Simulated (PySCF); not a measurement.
Computed shifts of a molecule C₄H₃F₃O, KT2/pcSseg-1 in PySCF, GIAO, gas phase, equivalent atoms averaged, in ppm (number of nuclei): ¹⁹F: -103.7 (2), -143.4 (1). ¹³C: 159.0 (1), 134.7 (1), 64.8 (1), 43.1 (1). ¹H: 4.25 (1), 3.39 (2). References: ¹⁹F against CFCl3 (σ = 127.1 ppm); ¹³C against TMS (σ = 185.1 ppm); ¹⁷O against H2O (σ = 330.4 ppm); ¹H against TMS (σ = 31.47 ppm), references at their B3LYP-D3(BJ)/def2-TZVP geometries, non-relativistic. Geometry: PBE0-D3(BJ)/def2-SVP. The values are those of a single conformer.

Question: Pick the molecule that these values belong to.
A. C=C(F)OC=C(F)F
B. FC1=CCC(F)(F)O1
C. O=C1[C@@H](F)[C@@H](F)[C@H]1F
D. F/C=C/OC=C(F)F

Answer: B, FC1=CCC(F)(F)O1
